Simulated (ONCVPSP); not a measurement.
Logarithmic derivatives: Si, ONCV

- Element: Si
- Generator: ONCVPSP 4.0.1
- Type: optimised norm-conserving Vanderbilt (ONCV)
- Functional: PBEsol
- Relativity: scalar-relativistic
- Frozen core: [Ne]
- Valence charge: 4
- Reference configuration: 3s2 3p1.75 (charge +0.25)
- Partial waves: 3s: rc 1.95 bohr, ncon 4, nbas 8, qcut 3.5 1/bohr, 2 projectors, debl 2.3 Ha; 3p: rc 1.50 bohr, ncon 4, nbas 8, qcut 5.6 1/bohr, 1 projector
- Local potential: polynomial inside 1.25 bohr (lpopt 5, dvloc0 -1 Ha)
- Core correction: Teter function, fcfact 3.75, rcfact 1.04

The phase is arctan(r·R′/R) of the radial function R(r), unwrapped; energies in Ha, scanned from -2 to 5 Ha. A pole is an energy at which the radial function vanishes at the test radius. The pseudo phase is shifted by a multiple of π to meet the all-electron one at the reference energy, and phase errors are pseudo minus all-electron; the curves can meet again beyond the range given. Levels narrower than the energy grid can be missing from the lists of poles.

| channel | radius (bohr) | reference energy (Ha) | poles, all-electron | poles, pseudo | unbroken range about the reference energy with phases within 0.05 rad | phase error 1 Ha above the reference energy (rad) |
| --- | --- | --- | --- | --- | --- | --- |
| s | 1.98 | -0.47 | 0.99 | 0.99, 3.11 | below 2.8 | -0.000 |
| p | 1.52 | -0.21 | 3.71 | 2.06 | below 0.6 | -0.061 |

Note: no bound ghost flagged; GHOST(+) flagged for s at 84.2 eV.

Phases in the s channel:

```tsv
E (Ha)	all-electron	pseudo
-1.98	1.063	1.061
-1.80	0.996	0.994
-1.62	0.904	0.902
-1.44	0.772	0.770
-1.26	0.576	0.574
-1.08	0.282	0.280
-0.90	-0.115	-0.117
-0.72	-0.526	-0.526
-0.54	-0.843	-0.843
-0.36	-1.058	-1.058
-0.18	-1.202	-1.202
0.00	-1.302	-1.302
0.18	-1.377	-1.377
0.36	-1.434	-1.435
0.54	-1.481	-1.481
0.72	-1.520	-1.521
0.90	-1.555	-1.555
1.08	-1.586	-1.586
1.26	-1.616	-1.616
1.44	-1.645	-1.645
1.62	-1.674	-1.674
1.80	-1.705	-1.705
1.98	-1.739	-1.739
2.16	-1.777	-1.778
2.34	-1.823	-1.826
2.52	-1.881	-1.889
2.70	-1.958	-1.986
2.88	-2.065	-2.201
3.06	-2.229	-4.200
3.24	-2.493	-5.118
3.42	-2.910	-5.452
3.60	-3.416	-5.886
3.78	-3.818	-6.433
3.96	-4.070	-6.885
4.14	-4.225	-7.165
4.32	-4.327	-7.334
4.50	-4.398	-7.443
4.68	-4.451	-7.519
4.86	-4.491	-7.574
```
